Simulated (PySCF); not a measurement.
**Energy of P⁺ (phosphorus, charge +1) between two integer charges**

The 3p alpha orbital of [Ne] 3s2 3p2 is emptied in steps (occupation f), with all orbitals relaxed, ending at [Ne] 3s2 3p1. Calculation: PySCF 2.14, in aug-cc-pV(T+d)Z (6s5p4d2f, 55 functions); no relativity, point nucleus. The exact energy is a straight line in f; departures are measured from the line between the end points of the same method.

Question: Among UHF, LDA, PBE, PBE0, r2SCAN, LC-wPBE, BHandHLYP, wB97X, HSE06, B3LYP, which shows the largest delocalisation error (convex curve), and which is closest to linear?

Answer: Most convex: LDA (-1.186 eV at f = 0.4); closest to linear: UHF (0.129 eV).

```tsv
f	UHF (eV)	LDA (eV)	PBE (eV)	PBE0 (eV)	r2SCAN (eV)	LC-wPBE (eV)	BHandHLYP (eV)	wB97X (eV)	HSE06 (eV)	B3LYP (eV)
1	0.000	0.000	0.000	0.000	0.000	0.000	0.000	0.000	0.000	0.000
0.8	0.089	-0.787	-0.768	-0.557	-0.722	-0.107	-0.355	-0.160	-0.621	-0.609
0.6	0.131	-1.184	-1.151	-0.832	-1.075	-0.157	-0.531	-0.235	-0.929	-0.912
0.4	0.129	-1.186	-1.148	-0.828	-1.062	-0.151	-0.529	-0.228	-0.925	-0.910
0.2	0.085	-0.791	-0.761	-0.547	-0.694	-0.095	-0.351	-0.147	-0.612	-0.604
0	0.000	0.000	0.000	0.000	0.000	0.000	0.000	0.000	0.000	0.000
```

```json
{"method": "UHF", "E(f=0) − E(f=1) (eV)": "19.163", "−ε at f=1 (eV)": "19.729", "−ε at f=0.4 (eV)": "19.045"}
{"method": "LDA", "E(f=0) − E(f=1) (eV)": "19.817", "−ε at f=1 (eV)": "14.919", "−ε at f=0.4 (eV)": "20.799"}
{"method": "PBE", "E(f=0) − E(f=1) (eV)": "19.783", "−ε at f=1 (eV)": "14.989", "−ε at f=0.4 (eV)": "20.762"}
{"method": "PBE0", "E(f=0) − E(f=1) (eV)": "19.819", "−ε at f=1 (eV)": "16.335", "−ε at f=0.4 (eV)": "20.537"}
{"method": "r2SCAN", "E(f=0) − E(f=1) (eV)": "19.948", "−ε at f=1 (eV)": "15.413", "−ε at f=0.4 (eV)": "20.915"}
{"method": "LC-wPBE", "E(f=0) − E(f=1) (eV)": "19.945", "−ε at f=1 (eV)": "19.260", "−ε at f=0.4 (eV)": "20.105"}
{"method": "BHandHLYP", "E(f=0) − E(f=1) (eV)": "19.613", "−ε at f=1 (eV)": "17.395", "−ε at f=0.4 (eV)": "20.065"}
{"method": "wB97X", "E(f=0) − E(f=1) (eV)": "19.683", "−ε at f=1 (eV)": "18.670", "−ε at f=0.4 (eV)": "19.909"}
{"method": "HSE06", "E(f=0) − E(f=1) (eV)": "19.806", "−ε at f=1 (eV)": "15.918", "−ε at f=0.4 (eV)": "20.603"}
{"method": "B3LYP", "E(f=0) − E(f=1) (eV)": "19.738", "−ε at f=1 (eV)": "15.937", "−ε at f=0.4 (eV)": "20.511"}
```

Reference removal energy between the ground levels: 19.769 eV (semi-empirical (NIST evaluation); NIST Atomic Spectra Database, ionization energies). The calculation has no spin-orbit coupling. UHF lacks correlation.
